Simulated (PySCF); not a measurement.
Species: AlMe2(OSiMe3), C5H15AlOSi.
Geometry (PBE0-D3(BJ)/def2-SVP, Å), atoms numbered from 1 in this order:
```
atom  x, y, z in Å
Al1    0.8761    1.3833    1.1055
C2     2.7484    1.0501    1.5490
H3     3.1704    1.8075    2.2280
H4     3.3703    1.0368    0.6373
H5     2.8734    0.0620    2.0229
C6    -0.1376    2.9613    1.6475
H7    -1.1166    2.6785    2.0691
H8    -0.3525    3.6005    0.7732
H9     0.3863    3.5843    2.3893
O10    0.0689    0.2167    0.1638
Si11  -0.6448   -0.9558   -0.7617
C12   -2.0550   -0.1890   -1.7346
C13   -1.3011   -2.3017    0.3708
C14    0.6328   -1.6681   -1.9391
H15   -2.5683   -0.9390   -2.3578
H16   -1.6851    0.6069   -2.4003
H17   -2.8005    0.2577   -1.0581
H18   -2.0525   -1.8969    1.0671
H19   -1.7771   -3.1117   -0.2047
H20   -0.4891   -2.7448    0.9689
H21    1.0286   -0.8877   -2.6083
H22    1.4809   -2.0976   -1.3825
H23    0.2014   -2.4638   -2.5672
```

Level of theory: PySCF, TDDFT CAM-B3LYP/def2-SVPD, vertical, gas phase, core orbitals frozen in the response.

Frontier orbitals with the atoms that hold most of them (Löwdin shares over 4%, at most four atoms; ? is withheld):

```json
{"orbital": "LUMO+2", "ε (eV)": "1.43", "atoms": "Si11 14%, C13 9%, C12 9%, C14 9%"}
{"orbital": "LUMO+1", "ε (eV)": "0.86", "atoms": "Al1 48%, O10 15%, C2 11%, C6 11%"}
{"orbital": "LUMO", "ε (eV)": "?", "atoms": "?"}
{"orbital": "HOMO", "ε (eV)": "-8.77", "atoms": "?"}
{"orbital": "HOMO-1", "ε (eV)": "-9.33", "atoms": "C13 28%, O10 23%, Si11 17%, C14 10%"}
{"orbital": "HOMO-2", "ε (eV)": "-9.49", "atoms": "C12 18%, C14 16%, Si11 13%, O10 10%"}
{"orbital": "HOMO-3", "ε (eV)": "-10.74", "atoms": "C6 22%, C2 22%, Al1 17%, O10 12%"}
```

(1) Which atoms hold the HOMO, and with what shares?

(2) Which atoms hold the LUMO, and with what shares?

(3) What is the LUMO energy, and the HOMO–LUMO gap?

Results:

(1) C2 (bonded to Al and 3 H) 20%; C6 (bonded to Al and 3 H) 19%; O10 (bonded to Al and Si) 17%; Al1 (bonded to 2 C and O) 13%. By element: carbon 39% or more, oxygen 17%, aluminium 13%.

(2) Al1 (bonded to 2 C and O) 56%; C6 (bonded to Al and 3 H) 5%; C2 (bonded to Al and 3 H) 5%. By element: aluminium 56%, carbon 11% or more.

(3) ε(LUMO) = 0.33 eV; the gap is 9.10 eV (0.3344 hartree).

How does S1 compare with the orbital gap of 9.10 eV?

S1 is at 6.01 eV (f = 0.0005), 3.09 eV below the gap, made of HOMO→LUMO+1 (89%). Its leading pair isn't HOMO and LUMO; the energies of that pair differ by 9.63 eV. Without the coupling terms of the response equations the lowest excitation would equal the gap.

One configuration dominates each of S1, S2, S3 and S6. Which, and how do the shares of the two leading atoms of either orbital change from the occupied to the empty one?

- S1 (6.01 eV, f 0.0005), HOMO→LUMO+1 (89%): C2 20% → 11%, C6 19% → 11%, Al1 13% → 48%, O10 17% → 15%
- S2 (6.44 eV, f 0.143), HOMO→LUMO (90%): C2 20% → 5%, C6 19% → 5%, Al1 13% → 56%
- S3 (7.24 eV, f 0.042), HOMO-1→LUMO (80%): C13 28% → at most 4%, O10 23% → at most 4%, Al1 at most 10% → 56%, C6 at most 10% → 5%
- S6 (7.63 eV, f 0.075), HOMO-1→LUMO+1 (82%): C13 28% → at most 12%, O10 23% → 15%, Al1 at most 10% → 48%

Without π bonds the low states are Rydberg-like; a valence basis with one diffuse set may place them up to an eV too high.
